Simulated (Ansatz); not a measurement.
Reaction (ligand exchange at a B–C bond): `CCB(F)F` + `CNC` → `CN(C)B(F)F` + `CC`

Program: Ansatz. Geometries: PBE0-D4/def2-TZVP. ΔE: electronic, gas phase. CCSD(T)/CBS is the MP2 limit (def2-TZVPP, def2-QZVPP) plus CCSD(T) − MP2 in def2-TZVPP, frozen cores. This one scheme is used for every species. Functionals use def2-TZVPP. Each species was taken in one conformer, which may not be the lowest.

```tsv
level	ΔE (kcal/mol)
BLYP-D4	-28.4
BLYP	-27.5
LC-ωPBE	-27.3
CCSD(T)/def2-TZVPP	-28.1
```

What does CCSD(T)/CBS give? (Estimate.)

The calculation gave: -27.9 kcal/mol. The listed levels differ from it by -0.5, 0.4, 0.6, -0.2 kcal/mol.

Largest T1 diagnostic among the species: 0.011.

Leaving LDA and LC-ωPBE aside and taking each functional with its dispersion term where it has one, the values, not all of them listed here, spread over 2.3 kcal/mol, from BHLYP-D4 to revPBE-D4. LDA lies −2.5 kcal/mol from PBE without D4. At CCSD(T), def2-SVP lies −2.8 kcal/mol from the extrapolated value and def2-TZVPP −0.3 kcal/mol. From BLYP to BHLYP (50 % exact exchange), in def2-TZVPP and without D4, ΔE moves by −1.4 kcal/mol.
